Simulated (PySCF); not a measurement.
`CSC1=C(B(F)F)CC1`, C$_{5}$H$_{7}$BF$_{2}$S

Geometry (Å), atoms numbered from 1 in this order:
```xyz
16

C     2.4857    0.8336    0.0667
S     1.8619   -0.5880   -0.8697
C     0.1858   -0.6002   -0.4952
C    -0.7075    0.1201    0.2451
B    -0.7677    1.3382    1.1499
F    -1.9177    1.7166    1.6969
F     0.2495    2.1289    1.4853
C    -1.8527   -0.7967   -0.1666
C    -0.8212   -1.5899   -0.9975
H     2.0016    1.7385   -0.2839
H     2.2892    0.6836    1.1227
H     3.5543    0.8778   -0.1185
H    -2.3038   -1.3522    0.6525
H    -2.6343   -0.3117   -0.7471
H    -0.9783   -1.5734   -2.0742
H    -0.6523   -2.6164   -0.6778
```

Theory: PySCF 2.14.0, GIAO KT3/pcSseg-1 magnetisability, rotational g tensor and spin-rotation constants, non-relativistic, gas phase. Geometry: GFN2-xTB.

(1) What are the magnetisability and the molar susceptibility?

(2) Split it along the inertial axes a, b, c into diamagnetic and paramagnetic parts about the centre of mass, with the quadrupole moment.

(3) And the rotational g tensor?

Answers

(1) Isotropic -1308 × 10⁻³⁰ J/T², or -78.8 × 10⁻⁶ cm³/mol; principal values -1343, -1330, -1253 × 10⁻³⁰ J/T², anisotropy 84 × 10⁻³⁰ J/T² (root of half the summed squared differences of the principal values). The susceptibility is in cgs units.

(2) 
| axis | χ (10⁻⁶ cm³/mol) | diamagnetic (10⁻⁶ cm³/mol) | paramagnetic (10⁻⁶ cm³/mol) | summed x² of all electrons (Å²) | quadrupole Θ (D Å) |
| --- | --- | --- | --- | --- | --- |
| a | -75.5 | -793.6 | 718.1 | 238.9 | -9.11 |
| b | -80.1 | -1084.9 | 1004.8 | 170.3 | +7.50 |
| c | -80.9 | -1736.0 | 1655.2 | 16.8 | +1.61 |

Anisotropies 2χaa − χbb − χcc = +10.0 and 2χbb − χaa − χcc = -3.8 × 10⁻⁶ cm³/mol. Θ is traceless in Buckingham's convention.

(3) 
```csv
axis,rotational constant (GHz),g,nuclear part,electronic part
a,1.7866,-0.0196,0.5832,-0.6028
b,1.1086,-0.0148,0.5085,-0.5233
c,0.6931,-0.0079,0.5311,-0.5389
```
Asymmetric top; isotopes 11B, 12C, 19F, 1H, 32S; no vibrational averaging.
